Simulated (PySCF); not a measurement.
## Two-component Hartree-Fock for Ni¹⁷⁺ (nickel, charge +17)

Start: [Ne] 3s1; 3s1/2 filled at m_j = +1/2. Calculated with PySCF 2.14 in an even-tempered Gaussian basis (19 s from 1.7 bohr⁻², ratio 2.4; 13 p from 2.2 bohr⁻², ratio 2.4; 5 d from 7.4 bohr⁻², ratio 2.6; 4 f from 11 bohr⁻², ratio 2.6): generalised Hartree-Fock with the X2C-1e Hamiltonian and a Gaussian nucleus; one run each with spin-orbit coupling (SO) switched off, then screened by Boettger's factors.

| spinor shell | electrons | ε, spin-free (eV) | ε, screened SO (eV) | weight of nominal j (screened SO) | rms radius, screened SO (bohr) |
| --- | --- | --- | --- | --- | --- |
| 1s1/2 | 2 | -9029.2 | -9029.1 | 1.000 | 0.0624 |
| 2s1/2 | 2 | -1644.4 | -1644.3 | 1.000 | 0.260 |
| 2p1/2 | 2 | -1497.6 | -1510.0 | 0.998 | 0.231 |
| 2p3/2 | 4 | -1497.6 | -1491.5 | 0.999 | 0.234 |
| 3s1/2 | 1 | -606.44 | -606.43 | 1.000 | 0.654 |

```
   quantity    spin-free  screened SO
E (hartree)  -1372.13089  -1372.16123
        M_J          1/2          1/2
       ⟨J²⟩        0.750        0.750
       ⟨L²⟩        0.000        0.001
       ⟨S²⟩        0.750        0.751
```

Each row is a mean over spinors that exchange with the open shell spreads, by up to 4.196 eV (2s1/2).

Without spin-orbit coupling the j labels of p, d and f shells carry no meaning; the spin-free column gives the mean over the occupied spinors of each nl shell.
